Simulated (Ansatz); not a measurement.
```yaml
crystal:
  periodic: [false, false, false]
  atoms:
    - {symbol: O, position_ang: [-0.008287, -2.080209, 0.006941]}
    - {symbol: Zn, position_ang: [-2.218870, -1.269640, 0.005918]}
    - {symbol: O, position_ang: [-1.799838, 1.044730, 0.003005]}
    - {symbol: Zn, position_ang: [2.205730, -1.286452, -0.000715]}
    - {symbol: O, position_ang: [1.803497, 1.033382, -0.002825]}
    - {symbol: Zn, position_ang: [0.008306, 2.552921, -0.007458]}
    - {symbol: H, position_ang: [-0.009444, -2.667725, 0.791064]}
    - {symbol: H, position_ang: [-0.016890, -2.672656, -0.773421]}
    - {symbol: H, position_ang: [-2.442171, -1.404903, -1.549263]}
    - {symbol: H, position_ang: [-2.449934, -1.397056, 1.560420]}
    - {symbol: H, position_ang: [-2.309320, 1.344061, -0.778565]}
    - {symbol: H, position_ang: [-2.307848, 1.342975, 0.785913]}
    - {symbol: H, position_ang: [2.429009, -1.415448, -1.556390]}
    - {symbol: H, position_ang: [2.437027, -1.419952, 1.553246]}
    - {symbol: H, position_ang: [2.318792, 1.321032, -0.784927]}
    - {symbol: H, position_ang: [2.314404, 1.328026, 0.779551]}
    - {symbol: H, position_ang: [0.016190, 2.824636, 1.545721]}
    - {symbol: H, position_ang: [0.000047, 2.806279, -1.563814]}
basis:
  gaussian: {orbitals: def2-TZVPD, initial_orbitals: start.molden}
hamiltonian: {xc: {name: wB97X-V}}
scf: {omitted_lower_state_checks: [starts]}
output: {orbitals: {seedname: orbitals}}
```

The file start.molden holds the orbitals of an earlier run on this structure, at another level or in another basis.

```sh
$ ansatz run in.yaml --threads 4 --pin off --events-out ev --progress --plain --max-ram 4787MiB
```

Q: Does this run fit into the memory that it is given?

A: No. It has 381 basis functions, and Ansatz plans for 6 GiB where 5 GiB are given.
